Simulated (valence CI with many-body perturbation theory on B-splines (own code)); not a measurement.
Forbidden lines of Cd²⁷⁺

Calculated by configuration interaction combined with many-body perturbation theory (CI+MBPT): three valence electrons over a frozen Dirac-Fock core [Ar], radial functions for each j: 7 s, 7 p, 8 d, 6 f, 4 g, 1 h, with the one-electron correlation potential Σ1, the two-electron term Σ2, the three-electron term Σ3, Breit, model QED; selected CI, second order for the rest (own B-spline code, finite nucleus).

No measured spectrum was set against this ion. As an estimate, large intervals hold to a few tenths of a per cent, small ones and those within an open d or f shell to about a per cent. Only levels of the ground parity were solved; by the run's estimate the other parity begins above the list, which can be wrong where configurations are misplaced.

Lines 51 to 70 of 70 in falling wavelength, among levels below 363260 cm⁻¹, chosen from the decays that carry over 1 % of a level's rate. Wavelengths and rates use the calculated energies. S is in atomic units (e²a₀⁴ for E2 and M2, e²a₀⁶ for E3), for M1 in squared Bohr magnetons. Weak lines are less certain than strong ones. Lines between different terms over intervals too small for the method are left out, as are lines whose strength nearly cancels. The highest levels of a list are the least certain.

Names give the largest LS component (configuration and term), which can be under half, so a name can repeat, a term be missing and a line seem to break the LS rules; names also repeat where a configuration has a term twice. Letters in brackets count levels of one name in rising energy.

| λ vac (Å) | Upper | Lower | Type | A (s⁻¹) | S (a.u.) |
| --- | --- | --- | --- | --- | --- |
| 626.5 | 3d3 2F_5/2 | 3d3 4F_7/2 | M1 | 1.62e+02 | 8.88e-03 |
| 624.1 | 3d3 2D_5/2 [a] | 3d3 4F_5/2 | M1 | 1.02e+03 | 5.50e-02 |
| 606.0 | 3d3 2F_7/2 | 3d3 4F_7/2 | M1 | 6.23e+02 | 4.11e-02 |
| 604.6 | 3d3 2D_3/2 [b] | 3d3 2P_1/2 | M1 | 1.04e+03 | 3.40e-02 |
| 602.0 | 3d3 2D_3/2 [a] | 3d3 4F_3/2 | M1 | 1.73e+03 | 5.60e-02 |
| 569.5 | 3d3 2D_3/2 [b] | 3d3 2D_3/2 [a] | M1 | 2.31e+03 | 6.32e-02 |
| 567.2 | 3d3 2P_1/2 | 3d3 4F_3/2 | M1 | 2.44e+02 | 3.30e-03 |
| 545.9 | 3d3 2D_5/2 [b] | 3d3 2D_3/2 [a] | M1 | 8.58e+03 | 3.10e-01 |
| 515.6 | 3d3 2F_7/2 | 3d3 4F_5/2 | M1 | 7.62e+02 | 3.10e-02 |
| 513.5 | 3d3 2D_3/2 [b] | 3d3 4P_5/2 | M1 | 3.96e+02 | 7.96e-03 |
| 495.7 | 3d3 2P_3/2 | 3d3 4F_5/2 | M1 | 2.79e+03 | 5.04e-02 |
| 495.0 | 3d3 2D_5/2 [a] | 3d3 4F_3/2 | M1 | 1.10e+02 | 2.97e-03 |
| 494.2 | 3d3 2D_5/2 [b] | 3d3 4P_5/2 | M1 | 6.44e+03 | 1.73e-01 |
| 469.2 | 3d3 2D_5/2 [b] | 3d3 2G_7/2 | M1 | 2.71e+03 | 6.22e-02 |
| 434.2 | 3d3 2F_5/2 | 3d3 4F_3/2 | M1 | 1.35e+03 | 2.46e-02 |
| 412.9 | 3d3 2D_3/2 [b] | 3d3 4P_1/2 | M1 | 6.50e+02 | 6.79e-03 |
| 410.7 | 3d3 2P_3/2 | 3d3 4F_3/2 | M1 | 4.04e+02 | 4.16e-03 |
| 389.7 | 3d3 2D_3/2 [b] | 3d3 4P_3/2 | M1 | 1.81e+03 | 1.59e-02 |
| 358.9 | 3d3 2D_5/2 [b] | 3d3 4F_7/2 | M1 | 1.43e+03 | 1.47e-02 |
| 333.4 | 3d3 2D_3/2 [b] | 3d3 4F_5/2 | M1 | 1.82e+03 | 1.00e-02 |
